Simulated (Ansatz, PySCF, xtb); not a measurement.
Breaking the O4–H5 bond in GaH3O (SMILES [OH][GaH2]) (multiplicity 1 held, fragments rigid). Energies count from the point at 0.962 Å.
Geometry at that point (charge 0, multiplicity 1):
```xyz
5

Ga    -0.225    -0.284     0.026
H      0.060    -1.297     1.172
H     -1.359    -0.309    -1.053
O      0.938     1.087    -0.024
H      0.776     1.723    -0.728
```

Restricted levels (R-, RO-) in cc, def2 and unpolarised 6-31G sets keep to the state of the molecule at rest. U- levels take the lowest unrestricted solution at each point, which mixes spins at long bonds. Curves can end on different states.

Frozen-core correlation. Filled d and f shells under p-block atoms count as core. Rows in LANL2DZ carry no dispersion term and start afresh at each structure. LANL2DZ brings its own core potentials from Na on.

Codes used: Ansatz (a program for electronic structure); PySCF for LANL2DZ rows; xtb for the GFN methods. Each number belongs to the level named beside it. The GFN methods have no spin term and hold the electronic entropy of 300 K.

### Question
One of these levels gives 133.08 kcal/mol for the energy at R = 3.079 Å. Which?
(A) U-B3LYP/LANL2DZ
(B) U-HF/cc-pVTZ
(C) GFN2-xTB
(D) R-MP2/cc-pVTZ

### Answer
C, GFN2-xTB. The others give 85.53 (U-HF/cc-pVTZ), 112.50 (U-B3LYP/LANL2DZ), 145.48 (R-MP2/cc-pVTZ)

Doubts at one or more of the structures used: a spin-contaminated determinant (U-HF/cc-pVTZ, U-B3LYP/LANL2DZ); a restricted determinant that unrestricted orbitals would lower (R-MP2/cc-pVTZ).
